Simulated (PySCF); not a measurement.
Spectra and structures to be paired. Theory: PySCF, TDDFT PBE0/def2-SVPD, vertical, gas phase, core orbitals frozen in the response. Geometries: GFN2-xTB; one conformer of each isolated species. Triplets are in the Tamm–Dancoff approximation. Ions are computed without counter-ions or solvent.

A. `C(=N\C)/[C@@H]1CC=CS1`
B. `C=CC[C@@H](S)CC#N`
C. `O=C([O-])c1cccc2c1C2`
D. `CC#C/C=C\O[SiH3]`
E. `C[C@@H](S)[C@@H]1C[C@@H]1C#N`

Lowest singlet levels (six at most, fewer where fewer were computed) with oscillator strengths:

1. 3.69 eV (f 0.000); 3.77 eV (f 0.000); 4.38 eV (f 0.000); 4.40 eV (f 0.000); 4.47 eV (f 0.005); 4.88 eV (f 0.006); T1 3.46 eV
2. 5.25 eV (f 0.070); 5.29 eV (f 0.182); 5.53 eV (f 0.000); 5.93 eV (f 0.003); 5.99 eV (f 0.000); 6.48 eV (f 0.010); T1 3.36 eV
3. 4.32 eV (f 0.028); 5.00 eV (f 0.002); 5.11 eV (f 0.032); 5.62 eV (f 0.049); 5.73 eV (f 0.044); 6.20 eV (f 0.008); T1 3.50 eV
4. 5.52 eV (f 0.003); 6.14 eV (f 0.027); 6.54 eV (f 0.005); 6.75 eV (f 0.014); 7.11 eV (f 0.024); 7.16 eV (f 0.016); T1 5.03 eV
5. 5.44 eV (f 0.002); 6.11 eV (f 0.008); 6.41 eV (f 0.023); 6.71 eV (f 0.044); 7.09 eV (f 0.054); 7.18 eV (f 0.030); T1 4.47 eV

Question: Which spectrum belongs to which structure?

Answer: 1 = C, 2 = D, 3 = A, 4 = E, 5 = B.
- A: S1 at 4.32 eV, HOMO→LUMO (92%); Löwdin shares by element: HOMO sulfur 46%, carbon 39% or more (atoms not listed hold the other 15%); LUMO carbon 31% or more, nitrogen 24%, sulfur 13% (atoms not listed hold the other 32%); HOMO -6.02 and LUMO -0.50 eV.
- B: S1 at 5.44 eV, HOMO→LUMO (81%), HOMO→LUMO+1 (12%); Löwdin shares by element: HOMO sulfur 71%, carbon 10% or more, hydrogen 6% or more; LUMO sulfur 29%, carbon 21% or more, hydrogen 9% or more (atoms not listed hold the other 40%); HOMO -7.36 and LUMO -0.39 eV.
- C: S1 at 3.69 eV, HOMO→LUMO (97%); Löwdin shares by element: HOMO oxygen 88%, carbon 6% or more; LUMO carbon 58% or more (atoms not listed hold the other 42%); HOMO -1.93 and LUMO 2.98 eV; point group Cs, 4 of its 6 listed states under f = 0.0005.
- D: S1 at 5.25 eV, HOMO→LUMO+1 (62%), HOMO→LUMO (27%); Löwdin shares by element: HOMO carbon 75% or more (atoms not listed hold the other 25%); LUMO carbon 73% or more (atoms not listed hold the other 27%); HOMO -6.29 and LUMO -0.38 eV.
- E: S1 at 5.52 eV, HOMO→LUMO (74%), HOMO→LUMO+2 (13%); Löwdin shares by element: HOMO sulfur 76%, carbon 9% or more, hydrogen 6% or more; LUMO sulfur 31%, hydrogen 9% or more, nitrogen 8%, carbon 6% or more (atoms not listed hold the other 46%); HOMO -7.07 and LUMO 0.03 eV.
B and E have S1 within 0.09 eV of each other; their strongest listed levels stand at 7.09 eV (f 0.054) and 6.14 eV (f 0.027).
